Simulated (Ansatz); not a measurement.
Li₄O₂⁻, relaxed as a doublet with UKS r2SCAN-D4/def2-TZVPD in Ansatz, starting from the GFN2-xTB geometry. Force threshold 0.02 eV/Å.

The structure holds 1 bond(s) between oxygen atoms. The charge -1 doublet is spin-contaminated (final ⟨S²⟩ up to 1.28, 0.75 for a pure state). The highest occupied level of the charge -1 doublet lies above zero (up to 0.58 eV). The electron is either unbound and held by the finite basis, or the level is raised by self-interaction error. Another isomer (doublet) lies 2.90 eV lower at PBE0-D4/def2-TZVPD; other spin states weren't run for this one.

Start:

```xyz
6

Li   -0.004   -1.850   -0.219
Li   -0.553    1.643   -0.453
Li    1.740    0.674    0.132
Li    0.680   -0.739    1.716
O    -0.556    0.105   -1.273
O    -1.307    0.167    0.097
```

(1) Estimate the energy that the relaxation releases and the steps that it takes.

(2) Does the start keep its bonding?

(3) Predict the relaxed structure.

## Answers

(1) 57.7 kcal/mol, in 14 steps; 45 s on 4 threads of Arm Neoverse V2 on a shared host. No frequencies were taken in this run, so the end may be a saddle point.

(2) Bonds formed: Li3–O5, Li3–O6, Li4–O6 (atoms count from 1).

(3) 
```csv
atom,x (Å),y (Å),z (Å)
Li1,-0.514,-1.541,-0.508
Li2,-1.032,1.509,-0.580
Li3,1.494,0.583,-0.117
Li4,0.285,-0.738,1.926
O5,0.037,0.091,-1.110
O6,-0.271,0.096,0.388
```
Bond lengths (bridged metal pairs left out): 7 × Li–O 1.83 to 1.90 Å; 1 × O–O 1.53 Å.
